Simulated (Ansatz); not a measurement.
The cluster B8⁺. Charge 1, multiplicity 2. Geometry PBE-D4/def2-SVP, basis def2-TZVP, Ansatz.

```xyz
8

B    -0.2115    1.1119    0.6247
B     0.9392    0.9834   -0.8341
B    -0.0372   -0.1438    1.6246
B    -0.5737   -0.0535   -1.1573
B    -0.4587   -1.4998   -0.4488
B     0.8309   -0.3565    0.0643
B    -0.5366    1.5618   -0.9123
B     0.0475   -1.6034    1.0390
```

```csv
run,HOMO (eV),LUMO (eV)
A,-12.52,-10.01
B,-12.01,-10.56
C,-13.43,-8.96
D,-11.78,-10.91
E,-11.48,-10.75
```

Another isomer (doublet) lies 0.88 eV lower at PBE0-D4/def2-TZVP; other spin states weren't run for this one.

HOMO and LUMO are taken over both spins.

Task: The runs used BLYP, CAM-B3LYP, PBE, PBE0, r2SCAN. Estimate which is which.

Result: A PBE0 (25 % exact exchange); B r2SCAN (0 % exact exchange); C CAM-B3LYP (range-separated); D PBE (0 % exact exchange); E BLYP (0 % exact exchange). Exact exchange lowers occupied and raises empty levels; among semilocal functionals meta-GGAs tend to open the gap a little, and such runs are hard to tell apart. The gap grows from 0.73 eV (BLYP) to 4.48 eV (CAM-B3LYP).
